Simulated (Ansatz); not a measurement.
Ansatz (a program for electronic structure) input:

Ansatz 0.2 input:
```yaml
crystal:
  periodic: [false, false, false]
  atoms:
    - {symbol: Pb, position_ang: [0.00370110, -0.00395228, 0.48272304]}
    - {symbol: Cl, position_ang: [1.30562040, 1.59907514, -1.16127885]}
    - {symbol: Cl, position_ang: [-1.32347278, -1.58001119, -1.16714994]}
basis:
  gaussian:
    orbitals: def2-TZVPD
hamiltonian:
  xc: {name: B2GP-PLYP}
total_charge: -1
magnetization: {spin_polarized: true, initial_magnetization: 1}
correlation: {electrons: outside_noble_gas}
```

Question: Which total energy does the run end on?

Answer: -1112.71114 Eh (B2GP-PLYP/def2-TZVPD). The basis has 148 functions.
